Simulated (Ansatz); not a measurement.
AlBH₈OSi₂ (`[AlH2][O]B[SiH2][SiH3]`), relaxed with RKS PBE0-D4/def2-TZVP in Ansatz from a PBE-D4/def2-SVP geometry. The force threshold is 0.005 eV/Å; the program also tests the step.

Charge 0, multiplicity 1.

Start:

```xyz
13

Al    1.177    1.602   -2.146
O    -0.013    1.503   -0.896
B    -0.891    1.320    0.105
Si   -0.378    0.017    1.597
Si   -0.252   -2.122    0.609
H     2.278    2.732   -1.969
H     1.028    0.561   -3.336
H    -1.974    1.896    0.066
H     1.006    0.315    2.130
H    -1.329   -0.035    2.766
H     0.202   -3.192    1.569
H     0.733   -2.069   -0.536
H    -1.589   -2.528    0.041
```

**Question.** By how much does the energy fall, and how many steps does the optimiser take? (Estimate.)

**Answer.** Computed: 0.05 eV, in 37 steps, 1 of them rejected.

**Question.** Which bonds change most? (Estimate.)

**Answer.** The calculation gave: Al1–O2 from 1.728 to 1.689 Å; Si5–H12 from 1.511 to 1.490 Å; B3–H8 from 1.227 to 1.207 Å; Si5–H13 from 1.508 to 1.489 Å.

**Question.** Give the relaxed structure. (An estimate is asked.)

**Answer.** The calculation gave: 
```xyz
13

Al    1.247    1.998   -2.136
O     0.081    1.524   -1.010
B    -0.797    1.122   -0.091
Si   -0.200   -0.063    1.451
Si   -0.476   -2.300    0.806
H     1.965    3.376   -1.877
H     1.505    1.021   -3.344
H    -1.957    1.431   -0.219
H     1.245    0.131    1.782
H    -0.997    0.157    2.691
H    -0.063   -3.242    1.883
H     0.348   -2.584   -0.402
H    -1.899   -2.572    0.466
```
